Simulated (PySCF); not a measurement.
NICS in isomers of C5H11NO2Si2.

Definitions: NICS(0) = −σiso at the ring centroid; NICS(1) = −σiso and NICS(1)zz = −σzz at ±1 Å along the ring normal z. Level: GIAO PBE0/pcSseg-1 (PySCF, non-relativistic, gas phase) on the GFN2-xTB geometries, one conformer each. Atom numbers follow the mapped SMILES.

Question: Order these rings by mean NICS(1)zz, lowest (most negative) first (ppm).
A. ring N6–C7–C8–C9–C10 in `[CH3:1][O:2][Si@H:3]([SiH2:4][OH:5])[n:6]1[cH:7][cH:8][cH:9][cH:10]1`
B. ring C4–C5–C6–C7–O10 in `[CH3:1][O:2][SiH2:3][c:4]1[cH:5][cH:6][c:7]([SiH2:8][NH2:9])[o:10]1`
C. ring Si6–O7–C8–C9–O10 in `[CH:1]#[C:2][SiH2:3][N:4]([CH3:5])[SiH:6]1[O:7][CH2:8][CH2:9][O:10]1`
D. ring Si3–C4–C5–C6–Si9–O10 in `[CH3:1][O:2][Si@@H:3]1[CH2:4][CH2:5][C@@H:6]([C:7]#[N:8])[SiH2:9][O:10]1`

Answer: A (-30.1), B (-28.3), C (-5.2), D (3.3).

| SMILES | ring | NICS(0) | NICS(1) | NICS(1)zz | HOMA | rms pucker (Å) | ring atoms with four or more neighbours |
| --- | --- | --- | --- | --- | --- | --- | --- |
| CO[Si@H]([SiH2]O)n1cccc1 | 5-membered ring with N; formal bonds all aromatic | -13.0 | -11.2 | -30.1 | 0.85 | 0.00 | 0 |
| CO[SiH2]c1ccc([SiH2]N)o1 | 5-membered ring with O; formal bonds all aromatic | -11.7 | -11.1 | -28.3 | 0.47 | 0.00 | 0 |
| C#C[SiH2]N(C)[SiH]1OCCO1 | 5-membered ring with 2 O and Si; formal bonds all single | -7.2 | -2.5 | -5.2 | – | 0.09 | 3 |
| CO[Si@@H]1CC[C@@H](C#N)[SiH2]O1 | 6-membered ring with O and 2 Si; formal bonds all single | -2.5 | -1.9 | 3.3 | – | 0.23 | 5 |

NICS(0) gives the same order. The isotropic NICS(1) gives the same order. HOMA uses Krygowski's 1993 parameters; it is left out where a ring has a four-coordinate atom, a triple bond, no multiple bond or a kind of bond without parameters. NICS(1) and NICS(1)zz are means over the two faces.
